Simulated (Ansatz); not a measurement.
`[Cl][GaH][Br]` + H₂ → `[GaH2][Br]` + HCl at 500 K and 1 bar (hydrogenolysis of a Ga–Cl bond).

Gas-phase electronic energies from Ansatz, PBE0-D4/def2-TZVP geometries. CCSD(T)/CBS is the MP2 limit (def2-TZVPP, def2-QZVPP) plus CCSD(T) − MP2 in def2-TZVPP, frozen cores. This one scheme is used for every species. For Br, Ga outer-core shells are correlated without core-valence functions, which leaves a few kJ/mol of doubt a bond. Scalar relativity is left out up to krypton.

```
        species  CCSD(T)/CBS energy (Eh)  H − E (kJ/mol)  S (J/(mol·K))
`[Cl][GaH][Br]`              -4957.74201            52.1          352.6
             H₂                 -1.17544            41.0          145.5
   `[GaH2][Br]`              -4498.49736            60.9          306.0
            HCl               -460.38127            32.5          201.9
```

H − E and S are ideal-gas, rigid-rotor, harmonic terms from PBE0-D4/def2-TZVP. The MP2-based limit puts H₂ 0.8 mEh under its directly extrapolated value; such offsets cancel only in part. 1 Eh = 2625.50 kJ/mol, R = 8.31446 J/(mol·K).

Problem. By hand: ΔE, ΔH, ΔS and ΔG.

Solution. ΔE = (-4498.49736) + (-460.38127) − (-4957.74201) − (-1.17544) = 0.03882 Eh = 101.9 kJ/mol. Δ(H − E) = 60.9 + 32.5 − 52.1 − 41.0 = 0.3, so ΔH = 102.2 kJ/mol. ΔS = 306.0 + 201.9 − 352.6 − 145.5 = 9.8 J/(mol·K). ΔG = 102.2 − 500 × (9.8)/1000 = 97.3 kJ/mol.

Problem. By hand: the equilibrium constant, and the temperature at which ΔG would vanish if ΔH and ΔS stayed fixed.

Solution. log₁₀ K = −ΔG/(RT ln 10) = -10.2. ΔG = 0 at ΔH/ΔS = 10429 K, far beyond where these terms or the molecules hold.

The number of gas molecules stays the same, so ΔS is small and ΔH decides. A doubt of 5 kJ/mol in ΔE shifts log₁₀ K by 0.5 here. These are equilibria of isolated gas molecules and say nothing of rates. Largest T1 diagnostic: 0.011 (customary marks: 0.02 for closed shells, 0.045 for open ones).
